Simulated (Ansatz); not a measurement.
C3H7AlSi. The species carries charge 0 and has multiplicity 1. The bonds changed during the relaxation, so this is another structure than the one it started from. All single points use the PBE0-D4/def2-TZVP geometry.

```xyz
12

C    -0.942   -1.561    1.138
C    -0.354   -1.194    0.075
C     0.504   -0.406   -0.615
Al    0.363   -0.079    1.689
Si   -0.081    1.091   -1.568
H    -1.704   -2.257    1.439
H     1.478   -0.830   -0.859
H     1.733   -0.570    2.304
H    -0.300    1.344    1.874
H     0.923    2.178   -1.447
H    -1.388    1.525   -1.019
H    -0.232    0.759   -3.011
```

What is the dipole moment at ωB97M-V/def2-TZVPP? (An estimate is asked.)

Computed: 1.44 D, with components (-0.53, -1.13, -0.72) D in this frame, pointing from negative to positive charge.

And with PBE, r2SCAN, B3LYP? (An estimate is asked.)

Ansatz gave: PBE 1.34 D, r2SCAN 1.41 D, B3LYP 1.36 D.

Give the Mulliken charges with ωB97M-V, B3LYP, r2SCAN in def2-TZVPP. (Estimate.)

Computed: 
```json
{"atom": "C1", "ωB97M-V": "-0.32", "B3LYP": "-0.31", "r2SCAN": "-0.31"}
{"atom": "C2", "ωB97M-V": "0.13", "B3LYP": "0.09", "r2SCAN": "0.12"}
{"atom": "C3", "ωB97M-V": "-0.35", "B3LYP": "-0.27", "r2SCAN": "-0.29"}
{"atom": "Al4", "ωB97M-V": "0.35", "B3LYP": "0.42", "r2SCAN": "0.47"}
{"atom": "Si5", "ωB97M-V": "0.20", "B3LYP": "0.29", "r2SCAN": "0.32"}
{"atom": "H6", "ωB97M-V": "0.14", "B3LYP": "0.14", "r2SCAN": "0.11"}
{"atom": "H7", "ωB97M-V": "0.15", "B3LYP": "0.13", "r2SCAN": "0.11"}
{"atom": "H8", "ωB97M-V": "-0.12", "B3LYP": "-0.15", "r2SCAN": "-0.17"}
{"atom": "H9", "ωB97M-V": "-0.12", "B3LYP": "-0.16", "r2SCAN": "-0.17"}
{"atom": "H10", "ωB97M-V": "-0.02", "B3LYP": "-0.06", "r2SCAN": "-0.06"}
{"atom": "H11", "ωB97M-V": "-0.01", "B3LYP": "-0.05", "r2SCAN": "-0.05"}
{"atom": "H12", "ωB97M-V": "-0.03", "B3LYP": "-0.06", "r2SCAN": "-0.07"}
```

B3LYP here is the variant with VWN-RPA as its local correlation; programs differ in this.
